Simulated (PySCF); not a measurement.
Basis and Hamiltonian dependence of the excitation energy of Sr⁺

Sr⁺ [Kr] 5s1 (2S) → Sr⁺ [Kr] 4d1 (2D). Calculated with PySCF 2.14 from differences of total energies of unrestricted determinants, without spin-orbit coupling. Values in eV.

```csv
basis,Hamiltonian,functions,UHF,r2SCAN,PBE0,CCSD(T) (valence and next inner shell)
def2-TZVPPD with the def2 core potential (28 electrons),ECP,40,1.946,1.512,1.578,2.191
aug-cc-pVDZ-X2C,spin-free X2C,45,1.993,1.430,1.537,n/a
ANO-RCC-VTZP,spin-free X2C,47,2.018,1.537,1.631,2.147
def2-QZVPPD with the def2 core potential (28 electrons),ECP,63,1.914,1.493,1.567,2.003
aug-cc-pVTZ-X2C,spin-free X2C,68,1.933,1.408,1.529,n/a
x2c-TZVPPall,spin-free X2C,79,1.952,1.438,1.559,1.912
aug-cc-pwCVTZ-X2C,spin-free X2C,93,1.907,1.406,1.521,1.953
"x2c-TZVPPall with one added diffuse shell each of s, p, d, f type",spin-free X2C,95,1.951,1.439,1.561,1.914
aug-cc-pVQZ-X2C,spin-free X2C,102,1.925,1.387,1.504,n/a
"aug-cc-pwCVTZ-X2C with one added diffuse shell each of s, p, d, f type",spin-free X2C,109,1.907,1.406,1.521,1.953
x2c-QZVPPall,spin-free X2C,111,1.925,1.417,1.542,n/a
dyall-av2z,non-relativistic,125,1.662,1.109,1.230,n/a
```

Frozen in the all-electron rows: valence: [Kr]; valence and next inner shell: [Ar] 3d10; with a core potential, the same shells as far as they lie outside it.

Non-relativistic rows lack the scalar-relativistic shift.

Reference for a calculation without spin-orbit coupling: 1.826 eV (measured, between term centres; NIST).
